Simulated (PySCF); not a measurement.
# Atomic charges by several schemes

Compound: C₆H₁₄Si₃.
Geometry (GFN2-xTB, Å), atoms numbered from 1 in this order:
```xyz
23
C6H14Si3 angstrom
C      3.5739    1.3247   -0.4793
Si     3.3281   -0.3772    0.3310
C      1.5640   -0.8561    0.1550
C      0.4022   -1.1729    0.0391
C     -0.9813   -1.4753   -0.1157
Si    -1.7278   -1.2093   -1.8831
C     -3.1022   -0.1615   -1.0522
Si    -2.2273   -0.2014    0.6579
C     -1.3925    1.4309    1.1260
H      4.6107    1.6444   -0.4199
H      3.2950    1.3041   -1.5292
H      2.9675    2.0837    0.0073
H      4.1884   -1.3669   -0.3374
H      3.6838   -0.2937    1.7576
H     -1.1639   -2.4888    0.2473
H     -2.1714   -2.4443   -2.5347
H     -0.8530   -0.4444   -2.7705
H     -4.0744   -0.6474   -1.0534
H     -3.2514    0.8273   -1.4772
H     -3.0259   -0.7419    1.7684
H     -0.7570    1.7820    0.3188
H     -2.1231    2.2039    1.3421
H     -0.7671    1.3071    2.0040
```

Density: PBE0/pcSseg-1 (PySCF); schemes: Mulliken, IAO, Hirshfeld and ESP-fitted. Isolated species at its GFN2-xTB geometry (one conformer only).

Question: At which atom do the 4 schemes differ most?

Answer: At C5: from -0.848 (Mulliken) to -0.186 e (Hirshfeld), 0.662 e apart.

Question: Do the Mulliken, IAO, Hirshfeld and ESP-fitted schemes agree on where the charge is highest?

Answer: All schemes agree: Mulliken Si8 (+0.865); IAO Si8 (+0.936); Hirshfeld Si8 (+0.393); ESP-fitted Si8 (+0.768).

Question: Tabulate the Mulliken, IAO, Hirshfeld and ESP-fitted charges.

Answer: In e:

```
atom                  environment  Mulliken     IAO  Hirshfeld  ESP-fitted
  C1             Si-methyl carbon    -0.626  -0.716     -0.212      -0.522
 Si2                 SiH2 silicon    +0.635  +0.790     +0.350      +0.716
  C3                alkyne carbon    -0.515  -0.421     -0.199      -0.475
  C4                alkyne carbon    +0.247  +0.001     -0.039      +0.072
  C5  sp3 carbon bound to silicon    -0.848  -0.669     -0.186      -0.414
 Si6                 SiH2 silicon    +0.699  +0.780     +0.360      +0.579
  C7  sp3 carbon bound to silicon    -0.830  -0.838     -0.258      -0.721
 Si8                  SiH silicon    +0.865  +0.936     +0.393      +0.768
  C9             Si-methyl carbon    -0.613  -0.716     -0.209      -0.686
 H10              methyl hydrogen    +0.134  +0.153     +0.041      +0.112
 H11              methyl hydrogen    +0.138  +0.157     +0.042      +0.131
 H12              methyl hydrogen    +0.138  +0.155     +0.041      +0.124
 H13                Si–H hydrogen    -0.097  -0.129     -0.081      -0.156
 H14                Si–H hydrogen    -0.099  -0.130     -0.082      -0.159
 H15             methine hydrogen    +0.192  +0.181     +0.050      +0.149
 H16                Si–H hydrogen    -0.071  -0.115     -0.072      -0.122
 H17                Si–H hydrogen    -0.061  -0.110     -0.069      -0.099
 H18           methylene hydrogen    +0.168  +0.164     +0.037      +0.162
 H19           methylene hydrogen    +0.165  +0.161     +0.035      +0.173
 H20                Si–H hydrogen    -0.062  -0.122     -0.076      -0.162
 H21              methyl hydrogen    +0.149  +0.163     +0.045      +0.194
 H22              methyl hydrogen    +0.142  +0.159     +0.045      +0.160
 H23              methyl hydrogen    +0.150  +0.166     +0.046      +0.175
```

Mean size of the charges over all atoms: IAO 0.345 e, Mulliken 0.332 e, ESP-fitted 0.306 e, Hirshfeld 0.129 e. Each set sums to the total charge, 0, to within 0.001 e. The ESP scheme is a least-squares fit of atom-centred charges to the potential on four shells outside the van der Waals surface, with the total charge fixed.

Question: How closely do the schemes follow one another over all atoms?

Answer: Correlation coefficient and root-mean-square difference: IAO with ESP-fitted 0.99, 0.095 e; Mulliken with IAO 0.98, 0.085 e; IAO with Hirshfeld 0.97, 0.290 e; Hirshfeld with ESP-fitted 0.97, 0.223 e; Mulliken with ESP-fitted 0.97, 0.115 e; Mulliken with Hirshfeld 0.94, 0.281 e.

Question: Sum the charges by element.

Answer: 
| element | atoms | Mulliken | IAO | Hirshfeld | ESP-fitted |
| --- | --- | --- | --- | --- | --- |
| C | 6 | -3.185 | -3.359 | -1.104 | -2.745 |
| Si | 3 | +2.199 | +2.506 | +1.102 | +2.062 |
| H | 14 | +0.986 | +0.853 | +0.002 | +0.682 |

Question: How many electrons does the Hirshfeld scheme count on C4?

Answer: Z − q = 6 − (-0.039) = 6.039.
